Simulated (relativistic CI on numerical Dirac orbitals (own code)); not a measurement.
# d1 to d9 in one octahedral field

Computed with a parametric ligand-field model without spin-orbit coupling, by exact diagonalisation: B = 480, C = 2260, 10Dq = 33300 cm⁻¹ (Oh; |10Dq|/B = 69.4) for every shell. Energies in cm⁻¹; the field energy is (0.6 n_e − 0.4 n_t2) × 10Dq of the ground term; g labels are left out. So small a B with so large a field is typical of 4d and 5d ions, where spin-orbit coupling, left out here, reaches 1,000 to 4,000 cm⁻¹.

| Shell | Ground term | Electrons in e | Field energy | First spin-allowed bands | Lowest term of other spin |
| --- | --- | --- | --- | --- | --- |
| d1 | 2T2 | 0.000 | -13320 | 2E 33300 |  |
| d2 | 3T1 | 0.006 | -26448 | 3T2 32079, 3T1 38058 | 1T2 7535 |
| d3 | 4A2 | 0.000 | -39960 | 4T2 33300, 4T1 38777 | 2E 10672 |
| d4 | 3T1 | 0.010 | -52936 | 3E 31048, 3T1 31623 | 1T2 6708 |
| d5 | ? | ? | ? | ? | ? |
| d6 | 1A1 | 0.016 | -79374 | 1T1 31544, 1T2 38592 | 3T1 26840 |
| d7 | 2E | 1.010 | -59595 | 2T1 31428, 2T2 32032 | 4T1 22540 |
| d8 | 3A2 | 2.000 | -39960 | 3T2 33300, 3T1 38777 | 1E 8319 |
| d9 | 2E | 3.000 | -19980 | 2T2 33300 |  |

Fill in the row of d5.

Ground term: 2T2; Electrons in e: 0.020; Field energy: -65935; First spin-allowed bands: 2A2 30311, 2T1 30477; Lowest term of other spin: 4T1 22542. Low spin: d4, d5, d6, d7; the other shells keep the spin of the free ion. Only d4 to d7 can choose; the field needed to pair spins is smallest for d6 and largest for d5, which loses most exchange energy. In the strong-field picture 10Dq must exceed about 6B + 5C = 14180 (d4), 7.5B + 5C = 14900 (d5), 2.5B + 4C = 10240 (d6) and 4B + 4C = 10960 (d7); mixing of terms shifts these bounds somewhat.
